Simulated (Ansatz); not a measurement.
A structure relaxed at PBE-D4/def2-SVP in Ansatz, charge 0, doublet:

Cartesian coordinates in Å:
```
P -0.115 0.018 0.055
Si -1.855 4.706 0.561
Si 0.117 2.742 3.444
Si -1.000 3.898 -3.134
Si 1.705 1.077 -3.823
Si 3.720 -0.407 -0.883
Si 0.897 2.179 -0.254
Si -1.963 0.397 1.339
Si -1.256 -0.318 -1.893
Si 0.634 -2.188 0.654
Si -0.118 -1.142 4.251
Si -2.371 -3.848 2.338
Si 1.479 -2.695 -3.038
Si -1.514 -4.680 -1.352
Si -0.135 4.175 -0.961
Si 1.848 2.561 1.861
Si -1.157 4.630 2.819
Si -1.221 0.805 3.519
Si 2.624 1.516 -1.701
Si 0.621 3.018 -4.608
Si 0.258 -0.769 -3.623
Si 1.585 -1.805 2.769
Si 2.391 -2.358 -0.895
Si -0.637 -4.168 0.773
Si -1.616 -2.962 4.396
Si 0.162 -4.650 -3.013
H -2.353 6.106 0.289
H -3.012 3.766 0.344
H 0.672 2.992 4.829
H -1.451 5.233 -3.675
H -2.204 2.995 -3.088
H 2.797 0.704 -4.800
H 4.910 -0.665 -1.778
H 4.242 -0.149 0.509
H -2.684 1.567 0.726
H -2.829 -0.828 1.223
H -2.058 0.932 -2.133
H -2.203 -1.460 -1.635
H 0.437 -0.884 5.635
H -3.416 -2.945 1.736
H -3.033 -5.173 2.632
H 2.584 -2.869 -4.056
H -2.606 -3.701 -1.698
H -2.129 -6.059 -1.328
H 0.848 5.329 -0.988
H 2.601 3.869 1.832
H 2.817 1.468 2.230
H -0.282 5.840 3.046
H -2.363 4.763 3.719
H -2.425 1.060 4.396
H 3.636 2.632 -1.829
H 1.680 4.078 -4.793
H -0.003 2.751 -5.956
H -0.528 -0.987 -4.896
H 2.682 -0.776 2.697
H 2.180 -3.095 3.280
H 3.265 -3.541 -0.545
H 0.206 -5.342 1.231
H -2.809 -2.586 5.245
H -0.882 -4.075 5.107
H -0.459 -4.872 -4.372
H 1.088 -5.811 -2.736
```

**Question.** Give its formula and point group.

**Answer.** Si25PH36. Point group Cs (tolerance 0.1 Å).

**Question.** Summarise the bond lengths by kind (pairs closer than 1.2 times the sum of covalent radii, bridged metal pairs left out).

**Answer.** 30 × Si–Si 2.34 to 2.36 Å; 4 × P–Si 2.28 to 2.41 Å; 36 × H–Si 1.50 to 1.52 Å.

Single mean-field runs in def2-SVP are fitted with def2-universal-jkfit.
